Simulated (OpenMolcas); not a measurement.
An atom or ion with 5 electrons was computed by SS-CASPT2, IPEA 0.25 Eh, imaginary shift 0.1 Eh with spin-orbit coupling (OpenMolcas, ANO-RCC-VTZP, DKH2). The lowest levels that the run gave, each within 12 % of the measured value where one is at hand:

| J | Parity | E (cm⁻¹) | g |
| --- | --- | --- | --- |
| 1/2 | odd | 0.0 | 0.666 |
| 3/2 | odd | 14.5 | 1.334 |
| 1/2 | even | 27187 | 2.671 |
| 3/2 | even | 27192 | 1.735 |
| 5/2 | even | 27201 | 1.601 |

Problem. Which ion is it, and what are the configurations and terms?

Solution. B (Z = 5, neutral; active space 3 electrons in 4 orbitals (2s 2p)). J, parity and g give the terms where levels are pure, and mixed ones are named by the computed weights; the size of the splittings, set against known spectra of the 5-electron sequence, gives the charge. In order, with the measured energies in cm⁻¹ (NIST Handbook of Basic Atomic Spectroscopic Data): 2s² 2p ²P°_1/2, 2s² 2p ²P°_3/2 (15.3), 2s 2p² ⁴P_1/2 (28870), 2s 2p² ⁴P_3/2 (28875), 2s 2p² ⁴P_5/2 (28881).

Computed and measured levels are paired by configuration, term and J; levels that our copy of the source lacks, or whose pairing is in doubt (as where it misses far off the trend of its configuration), stay unpaired and out of the deviations. Levels of configurations outside the active space are missing.

° marks odd parity.
